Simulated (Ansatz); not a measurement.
Zr3O7H2. Charge 0, multiplicity 1. Geometry PBE0-D4/def2-SVP, basis def2-TZVP, Ansatz.

```
atom   x (Å)   y (Å)   z (Å)
 Zr1   1.270  -0.095   1.560
 Zr2  -1.740  -0.066   0.685
 Zr3   0.413   0.392  -1.433
  O4  -0.694  -0.377   2.493
  O5  -0.083  -1.015  -0.031
  O6  -1.356   1.080  -0.839
  O7  -0.679   1.045   2.097
  O8   1.729   0.931  -0.165
  O9   0.840  -0.047  -3.274
 O10   2.617  -0.858   2.374
 H11   1.192  -0.261  -4.138
 H12  -3.509  -0.730   0.672
```

```csv
run,HOMO (eV),LUMO (eV)
A,-8.00,-2.13
B,-6.88,-2.88
C,-6.50,-2.94
D,-6.79,-2.71
```

In the def2 sets Zr takes a core potential; there is no spin–orbit coupling. The structure holds one bond between oxygen atoms, so isomers without such links may lie far lower. No other spin state of charge 0 was run. Another isomer (singlet) lies 0.03 eV lower at PBE0-D4/def2-TZVP; other spin states weren't run for this one.

The runs used B97M-V, PBE, PBE0, r2SCAN. Estimate which is which.

A PBE0 (25 % exact exchange); B B97M-V (0 % exact exchange); C PBE (0 % exact exchange); D r2SCAN (0 % exact exchange). Exact exchange lowers occupied and raises empty levels; among semilocal functionals meta-GGAs tend to open the gap a little, and such runs are hard to tell apart. The gap grows from 3.56 eV (PBE) to 5.87 eV (PBE0).
